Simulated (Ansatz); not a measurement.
Program: Ansatz. Geometries: PBE0-D4/def2-TZVP. ΔE: electronic, gas phase. CCSD(T)/CBS adds triple-zeta CCSD(T) − MP2 to the extrapolated MP2 energy (def2 sets, frozen cores). Elements past krypton have def2 core potentials. For Ge, In outer-core shells are correlated without core-valence functions, which leaves a few kJ/mol of doubt a bond. Scalar relativity is left out up to krypton.

Consider the cleavage of the In–B bond: `[InH2][B]1CO1` + `C[NH][GeH3]` → `C[N]([GeH3])[InH2]` + `B1CO1`.

`[InH2][B]1CO1`:

Cartesian coordinates in Å:
```
In -1.100 1.279 1.007
B -0.028 -0.222 -0.247
C 1.136 -1.065 -0.767
O -0.266 -1.080 -1.245
H -1.826 0.833 2.508
H -1.179 2.938 0.543
H 1.833 -0.688 -1.510
H 1.431 -1.995 -0.290
```

`C[NH][GeH3]`:

Cartesian coordinates in Å:
```
C 0.112 -0.677 1.224
N 0.561 -0.492 -0.142
Ge -0.178 0.880 -1.117
H 0.739 -1.416 1.731
H -0.936 -0.998 1.325
H 0.220 0.262 1.774
H 0.580 -1.365 -0.650
H 0.419 0.807 -2.530
H 0.207 2.191 -0.411
H -1.724 0.808 -1.202
```

`C[N]([GeH3])[InH2]`:

Z-matrix (Å, degrees):
```
C
N 1 1.453
H 1 1.099 2 112.2
H 1 1.095 2 111.2 3 119.7
H 1 1.099 2 112.2 3 -120.5
Ge 2 1.835 1 114.8 3 60.3
In 2 2.030 1 121.3 3 -119.8
H 6 1.546 2 110.3 1 -59.4
H 6 1.537 2 107.7 1 -179.9
H 6 1.546 2 110.3 1 59.5
H 7 1.709 2 115.8 1 180.0
H 7 1.715 2 112.2 1 -0.0
```

`B1CO1`:

```xyz
6

B     0.231   -0.040   -0.837
C     0.003    0.043    0.653
O    -1.029   -0.095   -0.426
H     0.811   -0.071   -1.868
H    -0.067    0.992    1.178
H     0.051   -0.829    1.299
```

```tsv
level	ΔE (kJ/mol)
HF/def2-TZVPP	-13.2
MP2/def2-TZVPP	-35.2
```

Task: What does CCSD(T)/CBS give? (Best estimate.)

Result: The calculation gave: -33.7 kJ/mol. The listed levels differ from it by 20.5, -1.5 kJ/mol.

Largest T1 diagnostic among the species: 0.016.

From BLYP to BHLYP (50 % exact exchange), in def2-TZVPP and without D4, ΔE moves by +4.4 kJ/mol. In def2-TZVPP, CCSD(T) changes the Hartree–Fock value by −14.5 kJ/mol (the triples alone add −4.4 kJ/mol) and MP2 by −22.0 kJ/mol.
